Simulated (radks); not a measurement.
Problem. Radial electron density D(r) = 4 pi r^2 rho(r) of an atom or ion with 57 electrons. Calculated with a radial shooting solver on a logarithmic mesh with Libxc functionals: scalar-relativistic Kohn-Sham, PBE, spin-polarised, spherical densities, finite nucleus; Fermi nuclear charge, rms radius of each element as measured or else 0.836 A^(1/3) + 0.57 fm.

```
   r/bohr * D(r) (the largest magnitude, 100, reaches the edge; | marks zero)
 0.002456 |      *
 0.002836 |       *
 0.003302 |         *
 0.003813 |           *
 0.004439 |              *
 0.005127 |                 *
 0.005969 |                     *
 0.006893 |                        *
 0.008025 |                            *
 0.009268 |                                *
  0.01079 |                                    *
  0.01246 |                                      *
  0.01451 |                                        *
  0.01675 |                                         *
   0.0195 |                                         *
  0.02252 |                                       *
  0.02622 |                                     *
  0.03028 |                                    *
  0.03525 |                                    *
  0.04071 |                                      *
   0.0474 |                                          *
  0.05474 |                                               *
  0.06372 |                                                    *
  0.07359 |                                                      *
  0.08567 |                                                     *
  0.09894 |                                                 *
   0.1152 |                                           *
    0.133 |                                        *
   0.1549 |                                        *
   0.1788 |                                            *
   0.2082 |                                              *
   0.2405 |                                             *
   0.2799 |                                     *
   0.3233 |                           *
   0.3764 |                  *
   0.4346 |                *
    0.506 |                  *
   0.5844 |                   *
   0.6803 |                  *
   0.7857 |              *
   0.9146 |         *
    1.056 |      *
     1.23 |    *
     1.42 |    *
    1.653 |   *
    1.909 |  *
    2.223 | *
    2.567 |*
    2.989 |*
    3.451 *
    4.018 *
     4.64 *
    5.402 *
    6.239 *
    7.263 *
    8.388 *
    9.765 *
```

What is the nuclear charge?

Solution. Z = 58. The innermost maximum, from 1s, lies near gamma/Z bohr with gamma = sqrt(1 - (Z/c)^2) = 0.906, here 0.0156 bohr (found: 0.0172), and its height grows with Z. The density is that of the cerium ion Ce+ in [Xe] 4f1 5d2; the configuration itself is not fixed sharply by these data, and Z only to a few units. D(r) has 4 maxima, at r = 0.0172, 0.0760, 0.213, 0.594 bohr, and minima at 0.0331, 0.141, 0.435 bohr, inside which lie 1.96, 11.15, 29.00 electrons.
